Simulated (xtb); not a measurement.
Input for xtb: GFN-FF on N2 (SMILES N#N).

```
$ xtb mol.xyz --gfnff --sp --chrg 0 --uhf 0
2

N     -0.00000000     0.00000000    -0.54545735
N      0.00000000    -0.00000000     0.54545735
```

### Question
Predict the final total energy.

### Answer
-0.4429 hartree.
